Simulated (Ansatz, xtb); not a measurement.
# Relative energy of two isomers of C6H5N

Structure I: `C#Cn1cccc1`, a singlet. Structure II: `CC#C/C=C\C#N`, a singlet. Both are isolated molecules in the gas phase, relaxed with r2SCAN-D4/def2-SVP.

**Question.** Estimate which is lower in electronic energy at CCSD(T)/def2-SVP + ΔMP2/def2-TZVPP, and by roughly how much.

**Answer.** The CCSD(T)/def2-SVP + ΔMP2/def2-TZVPP calculation puts structure II lower, by 4.3 kcal/mol.

The same difference at several levels:

```json
{"level": "GFN2-xTB", "geometry": "GFN2-xTB", "E(II) − E(I) (kcal/mol)": "+31.5", "departure from the last row (kcal/mol)": "+35.8", "job, with rough time for the two": "optimisation, 0.31 s"}
{"level": "HF/STO-3G", "geometry": "GFN2-xTB", "E(II) − E(I) (kcal/mol)": "−2.2", "departure from the last row (kcal/mol)": "+2.2", "job, with rough time for the two": "single point, 0.75 s"}
{"level": "r2SCAN-D4/def2-SVP//GFN2-xTB", "geometry": "GFN2-xTB", "E(II) − E(I) (kcal/mol)": "+3.1", "departure from the last row (kcal/mol)": "+7.5", "job, with rough time for the two": "single point, 4.9 s"}
{"level": "r2SCAN-D4/def2-SVP", "geometry": "r2SCAN-D4/def2-SVP", "E(II) − E(I) (kcal/mol)": "+3.4", "departure from the last row (kcal/mol)": "+7.7", "job, with rough time for the two": "optimisation, 35 s"}
{"level": "HF/def2-SVP", "geometry": "r2SCAN-D4/def2-SVP", "E(II) − E(I) (kcal/mol)": "−6.1", "departure from the last row (kcal/mol)": "−1.8", "job, with rough time for the two": "part of the CCSD(T) run"}
{"level": "MP2/def2-SVP", "geometry": "r2SCAN-D4/def2-SVP", "E(II) − E(I) (kcal/mol)": "−3.1", "departure from the last row (kcal/mol)": "+1.3", "job, with rough time for the two": "part of the CCSD(T) run"}
{"level": "CCSD(T)/def2-SVP", "geometry": "r2SCAN-D4/def2-SVP", "E(II) − E(I) (kcal/mol)": "−4.8", "departure from the last row (kcal/mol)": "−0.4", "job, with rough time for the two": "single point"}
{"level": "CCSD(T)/def2-SVP + ΔMP2/def2-TZVPP", "geometry": "r2SCAN-D4/def2-SVP", "E(II) − E(I) (kcal/mol)": "−4.3", "departure from the last row (kcal/mol)": "", "job, with rough time for the two": "single point, 77 s"}
```

As drawn, II has 3 C–C, 1 C=C, 1 C≡N in place of 1 C–N, 2 C∷N, 3 C∷C (∷ is an aromatic bond). Structure I has a 5-membered ring (with an aromatic ring), II no ring.

GFN2-xTB, r2SCAN-D4/def2-SVP//GFN2-xTB, r2SCAN-D4/def2-SVP put the two in the other order. The largest departure from CCSD(T)/def2-SVP + ΔMP2/def2-TZVPP is that of GFN2-xTB, 35.8 kcal/mol. A small imaginary or near-zero mode remains, so no thermal terms are given. The last row adds to CCSD(T) the change of the MP2 difference between the two basis sets, here +0.4 kcal/mol.

The correlated steps freeze 7 core orbitals. Programs: Ansatz 0.2.0, xtb 6.7.1; the last row on 2 threads of Intel(R) Xeon(R) Processor @ 2.70GHz on a shared host.
